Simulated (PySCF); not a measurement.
ZnBr, SMILES [Zn+][Br], charge +1.

Coordinates come from a PBE0-D3(BJ)/def2-TZVP optimisation. The multiplicity is an assumed one; other spin states were not compared.

Calculation: PySCF with TDDFT-PBE0/def2-TZVPD.

Vertical excitations; the highest root listed may be one member of a degenerate set.  State labels are in the subgroup C2v.

```json
[
 {"state": "S1", "symmetry": "B1", "energy (eV)": "2.08", "λ (nm)": "597", "f": "0.004", "main pairs": "HOMO−1→LUMO (degenerate set)"},
 {"state": "S2", "symmetry": "B2", "energy (eV)": "2.08", "λ (nm)": "597", "f": "0.004", "main pairs": "HOMO→LUMO (degenerate set)"},
 {"state": "S3", "symmetry": "A1", "energy (eV)": "5.07", "λ (nm)": "245", "f": "0.160", "main pairs": "HOMO−2→LUMO 84 %"},
 {"state": "S4", "symmetry": "A2", "energy (eV)": "6.36", "λ (nm)": "195", "f": "0.000", "main pairs": "HOMO−1→LUMO+2 50 %, HOMO→LUMO+1 50 %"},
 {"state": "S5", "symmetry": "A1", "energy (eV)": "6.40", "λ (nm)": "194", "f": "0.000", "main pairs": "HOMO−1→LUMO+1, HOMO→LUMO+2 (degenerate set)"},
 {"state": "S6", "symmetry": "A2", "energy (eV)": "6.40", "λ (nm)": "194", "f": "0.000", "main pairs": "HOMO→LUMO+1, HOMO−1→LUMO+2 (degenerate set)"},
 {"state": "S7", "symmetry": "A1", "energy (eV)": "7.58", "λ (nm)": "164", "f": "0.550", "main pairs": "HOMO→LUMO+2 41 %, HOMO−1→LUMO+1 41 %, HOMO−2→LUMO 14 %"},
 {"state": "S8", "symmetry": "B1", "energy (eV)": "8.80", "λ (nm)": "141", "f": "0.025", "main pairs": "HOMO−2→LUMO+1, HOMO−1→LUMO+3 (degenerate set)"},
 {"state": "S9", "symmetry": "B2", "energy (eV)": "8.80", "λ (nm)": "141", "f": "0.025", "main pairs": "HOMO−2→LUMO+2, HOMO→LUMO+3 (degenerate set)"},
 {"state": "S10", "symmetry": "B1", "energy (eV)": "9.01", "λ (nm)": "138", "f": "0.176", "main pairs": "HOMO−1→LUMO+3 65 %, HOMO−2→LUMO+1 32 %"},
 {"state": "T1", "symmetry": "B1", "energy (eV)": "1.71", "λ (nm)": "725", "f": "0", "main pairs": "HOMO−1→LUMO (degenerate set)"},
 {"state": "T2", "symmetry": "B2", "energy (eV)": "1.71", "λ (nm)": "725", "f": "0", "main pairs": "HOMO→LUMO (degenerate set)"},
 {"state": "T3", "symmetry": "A1", "energy (eV)": "3.39", "λ (nm)": "365", "f": "0", "main pairs": "HOMO−2→LUMO 99 %"},
 {"state": "T4", "symmetry": "A1", "energy (eV)": "5.99", "λ (nm)": "207", "f": "0", "main pairs": "HOMO→LUMO+2 49 %, HOMO−1→LUMO+1 49 %"}
]
```
Triplets are in the Tamm–Dancoff approximation, which puts them higher than full response would, so one can lie above its singlet here.
